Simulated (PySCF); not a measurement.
Computed properties of CH4O3, SMILES OC(O)O

CH4O3, SMILES OC(O)O. Coordinates come from a r2SCAN-D4/def2-SVP optimisation. One conformer was computed; it need not be the lowest. All values are computed for the isolated molecule unless a solvent is named; none is compared with measurement here.

**Structure.** The optimised structure has Cs symmetry. All 18 harmonic modes at r2SCAN-D4/def2-SVP (PySCF) are real, so it is a minimum. With heavy atoms numbered as in [OH:1][CH:2]([OH:3])[OH:4], the shortest bond between them is O1–C2 at 1.385 Å and the longest C2–O3 at 1.398 Å.

**Vibrations.** The strongest infrared lines (harmonic, unscaled, degenerate partners summed) lie at 1092 cm⁻¹ (398 km/mol, O 41 %, H 32 %, C 27 %), 401 cm⁻¹ (203 km/mol, H 94 %), 1063 cm⁻¹ (200 km/mol, C 46 %, O 32 %, H 22 %). The softest mode is at 212 cm⁻¹ and the zero-point energy is 38.8 kcal/mol.

**Electronic structure.** ωB97X/def2-TZVPD (PySCF) places the frontier levels at -11.18 and 1.59 eV, a gap of 12.77 eV, and gives a dipole moment of 1.51 D and a mean polarisability of 30.5 bohr³. PBE/def2-TZVPD (PySCF) at the same geometry gives -6.86 and -0.70 eV, so its gap is 6.61 eV narrower. An orbital gap is neither the optical nor the fundamental gap.

**Excitations.** TDA-PBE0/def2-SVPD (PySCF) has S1 at 7.64 eV (162 nm, f = 0.025, weak); the most intense of the 10 singlets computed lies at 8.81 eV (f = 0.11). T1 (TDA) is at 7.38 eV, 0.26 eV under S1. TDA-PBE/def2-SVPD (PySCF) puts S1 at 6.57 eV. No vertical singlet excitation falls in the visible range (under 3.1 eV).

**NMR.** GIAO shifts at KT2/pcSseg-1 (PySCF) (non-relativistic, atoms alike by connectivity averaged): ¹³C at 109.3 ppm against TMS; ¹H from 1.6 to 6.3 ppm against TMS.
